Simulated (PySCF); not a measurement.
Name the molecule from its bond curve

A diatomic of charge 0 contains Ta. Its doublet curve at ROHF-CCSD in a triple-zeta basis (scalar-relativistic core potentials, PySCF), in eV from the separated fragments:

(R (Å), E (eV)): (1.515, -6.312), (1.582, -7.120), (1.633, -7.419), (1.683, -7.515), (1.734, -7.452), (1.801, -7.181), (1.885, -6.632), (1.986, -5.792)

The fit gives ωe = 1064 cm⁻¹ and the rotational constant Bₑ = 0.4035 cm⁻¹.

**Question.** Which atom is the partner?

**Answer.** The minimum lies at 1.686 Å, so the reduced mass is 16.8576 u Å² cm⁻¹/(Bₑ·Re²) = 14.70 u. With Ta at 180.95 u the partner weighs about 16.0 u: O. The molecule is TaO.

Correlated steps freeze 1 core orbital. Spin–orbit coupling is left out. The state is the lowest single determinant that the PBE0 search found; with open d or f shells the true ground state can be another one.
